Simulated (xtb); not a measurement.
Cl3Se (SMILES Cl[Se](Cl)Cl), doublet, at a GFN2-xTB geometry (the spin is typed, not shown lowest); GFN0-xTB with ALPB(hexane) (xtb).

The xtb input:
```
$ xtb mol.xyz --gfn 0 --uhf 1 --alpb hexane --json

# file mol.xyz
4

Se    -0.32499505     0.23694298     0.17644579
Cl    -1.55314458    -1.69638058    -0.03985971
Cl     0.72235464     2.01762413    -0.83603265
Cl     1.48078005    -0.79512952     0.52300078
```

**Question.** Predict the main parts of the log of this xtb run.

**Answer.** 
```
   ID    Z sym.   atoms
    1   34 Se     1
    2   17 Cl     2-4

           -------------------------------------------------
          |                Calculation Setup                |
           -------------------------------------------------

           -------------------------------------------------
          |                 G F N 0 - x T B                 |
           -------------------------------------------------

      * Solvation model:               ALPB
        Solvent                        hexane
        Parameter file                 internal GFN-FF/ALPB
        Dielectric constant                1.8800E+00
        Reference state                gsolv [1 M gas/solution]
        Free energy shift                  4.1595E-03 Eh       2.6101E+00 kcal/mol
        Temperature                        2.9815E+02 K
        Density                            6.6000E-01 kg/L
        Solvent mass                       8.6180E+01 g/mol
        Interaction kernel             P16
        Born radius scaling (c1)           1.4775E+00
        Born radii integrator          GBOBC
        Born offset                        0.0000E+00 a0       0.0000E+00 AA
        H-bond correction              false
        Ion screening                  false
        Surface tension                    1.0000E-05 Eh       1.5569E+01 dyn/cm
        Grid points                               230 per atom

          ...................................................
          :                      SETUP                      :
          :.................................................:
          :  # basis functions                  40          :
          :  # atomic orbitals                  36          :
          :  # shells                           12          :
          :  # electrons                        27          :
          :  electronic temp.          300.0000000     K    :
          :  accuracy                    1.0000000          :
          :  -> integral cutoff          0.2500000E+02      :
          :  -> integral neglect         0.1000000E-07      :
          ...................................................

         :::::::::::::::::::::::::::::::::::::::::::::::::::::
         ::                     SUMMARY                     ::
         :::::::::::::::::::::::::::::::::::::::::::::::::::::
         :: total energy             -16.123261537167 Eh    ::
         :: total w/o Gsasa/hb       -16.117287478316 Eh    ::
         :: gradient norm              0.019483225818 Eh/a0 ::
         :: HOMO-LUMO gap              2.476704281843 eV    ::
         ::.................................................::
         :: H0 energy                -16.113401415910 Eh    ::
         :: repulsion energy           0.004819139077 Eh    ::
         :: electrostat energy        -0.013199744240 Eh    ::
         :: -> Gsolv                   0.000000000000 Eh    ::
         ::    -> Gsasa               -0.010133547556 Eh    ::
         ::    -> Gshift               0.004159488704 Eh    ::
         :: dispersion energy         -0.001479516095 Eh    ::
         :: short-range corr.          0.000000000000 Eh    ::
         :: add. restraining           0.000000000000 Eh    ::
         :: total charge              -0.000000000000 e     ::
         :::::::::::::::::::::::::::::::::::::::::::::::::::::

           -------------------------------------------------
          |                Property Printout                |
           -------------------------------------------------

    * Orbital Energies and Occupations

         #    Occupation            Energy/Eh            Energy/eV
      -------------------------------------------------------------
         1        2.0000           -0.9709938             -26.4221
         2        2.0000           -0.9703656             -26.4050
         3        2.0000           -0.9698011             -26.3896
         4        2.0000           -0.7594672             -20.6662
         5        2.0000           -0.5190318             -14.1236
         6        2.0000           -0.5071240             -13.7995
         7        2.0000           -0.4833598             -13.1529
         8        2.0000           -0.4629314             -12.5970
         9        2.0000           -0.4553626             -12.3910
        10        2.0000           -0.4543474             -12.3634
        11        2.0000           -0.4487324             -12.2106
        12        2.0000           -0.4433850             -12.0651
        13        2.0000           -0.4281471             -11.6505
        14        1.0000           -0.3673029              -9.9948 (HOMO)
        15                         -0.2762857              -7.5181 (LUMO)
        16                         -0.2654621              -7.2236
        17                         -0.0701078              -1.9077
        18                         -0.0677099              -1.8425
        19                         -0.0677062              -1.8424
        20                         -0.0666123              -1.8126
        21                         -0.0661355              -1.7996
        22                         -0.0656933              -1.7876
        23                         -0.0653811              -1.7791
        24                         -0.0643960              -1.7523
        25                         -0.0642469              -1.7482
       ...                                ...                  ...
        36                          0.6200767              16.8731
      -------------------------------------------------------------
                  HL-Gap            0.0910172 Eh            2.4767 eV
             Fermi-level            0.0000000 Eh            0.0000 eV

     #   Z          covCN         q      C6AA      α(0)
     1  34 Se       2.620     0.227   220.543    25.947
     2  17 Cl       0.875    -0.078    99.580    15.254
     3  17 Cl       0.875    -0.078    99.580    15.254
     4  17 Cl       0.910    -0.072    99.419    15.242

 Mol. C6AA /au·bohr⁶  :       1998.790002
 Mol. C8AA /au·bohr⁸  :     101149.894261
 Mol. α(0) /au        :         71.696578

Wiberg/Mayer (AO) data.
largest (>0.10) Wiberg bond orders for each atom

 ---------------------------------------------------------------------------
     #   Z sym  total        # sym  WBO       # sym  WBO       # sym  WBO
 ---------------------------------------------------------------------------
     1  34 Se   3.048 --     4 Cl   1.280     3 Cl   0.884     2 Cl   0.884
     2  17 Cl   1.055 --     1 Se   0.884
     3  17 Cl   1.055 --     1 Se   0.884
     4  17 Cl   1.426 --     1 Se   1.280
 ---------------------------------------------------------------------------

Topologies differ in total number of bonds
Writing topology from bond orders to xtbtopo.mol

 dipole moment from electron density (au)
     X       Y       Z
   0.5016  -0.1283   0.8352  total (Debye):    2.498

           -------------------------------------------------
          | TOTAL ENERGY              -16.123261537167 Eh   |
          | GRADIENT NORM               0.019483225818 Eh/α |
          | HOMO-LUMO GAP               2.476704281843 eV   |
           -------------------------------------------------

normal termination of xtb
```
